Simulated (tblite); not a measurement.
Species: C₅H₇F₂N.
Numbering: `[CH3:1][N:2]([CH3:3])[C:4]([F:5])=[C:6]=[CH:7][F:8]` (hydrogens: H9, H10, H11 on C1; H12, H13, H14 on C3; H15 on C7)

A start from a force field or distance geometry was refined with GFN2-xTB geometry optimisation, gas phase in tblite. Values at the start:

```csv
coordinate,start
C1–N2,1.468 Å
C1–H9,1.109 Å
C1–H10,1.080 Å
N2–C4,1.397 Å
C3–H13,1.131 Å
C4–F5,1.340 Å
C4=C6,1.303 Å
C6=C7,1.308 Å
C7–F8,1.323 Å
C7–H15,1.081 Å
C1–N2–C3,118.8°
C1–N2–C4,122.8°
N2–C4–F5,127.3°
N2–C4–C6,116.9°
C3–N2–C4,118.4°
C4–C6–C7,178.6°
F5–C4–C6,115.9°
C6–C7–F8,117.2°
C1–N2–C4–F5,131°
```

Problem. How do these coordinates change at the GFN2-xTB level?

Solution. 
```
 coordinate  GFN2-xTB (Å or °)  change
     C3–H13              1.087  -0.044
      C7–F8              1.361  +0.038
      N2–C4              1.364  -0.033
      C1–N2              1.442  -0.026
      C6=C7              1.293  -0.015
      C4–F5              1.354  +0.014
      C4=C6              1.316  +0.013
      C1–H9              1.097  -0.012
     C1–H10              1.089  +0.009
     C7–H15              1.082  +0.001
   N2–C4–F5              113.6   -13.7
   N2–C4–C6              127.3   +10.4
   C4–C6–C7              169.4    -9.2
   C1–N2–C4              116.6    -6.2
   C6–C7–F8              122.8    +5.6
   F5–C4–C6              119.1    +3.2
   C1–N2–C3              116.0    -2.8
   C3–N2–C4              120.4    +2.0
C1–N2–C4–F5               -178     +51
```

The energy falls by 85.6 kJ/mol over 72 L-BFGS steps, the largest force on an atom goes from 2.39 to 0.009 eV/Å, and the atoms move by 0.554 Å rms after alignment. The bond that changes most is C3–H13 (N-methyl carbon to methyl hydrogen), which shortens by 0.044 Å. Bonds longer at the end by more than 0.005 Å: 4 of 14; shorter: 7. Among the dihedrals that turn most is H9–C1–N2–C4, from 126° to 75°. Rotational constants go from 3127, 1238, 994.6 to 3635, 1183, 948.4 MHz.

The run took 0.49 s of wall time on an Intel Xeon at 2.60 GHz with one thread, shared host with 96 logical CPUs at a one-minute load of 19.

Its GFN2-xTB frequencies are all real (lowest 58 cm⁻¹). 3 starts were optimised and ended at 0.00, 0.28 and 0.28 kcal/mol (GFN2-xTB); the lowest of these is shown.

The numbers are calculated, not measured.
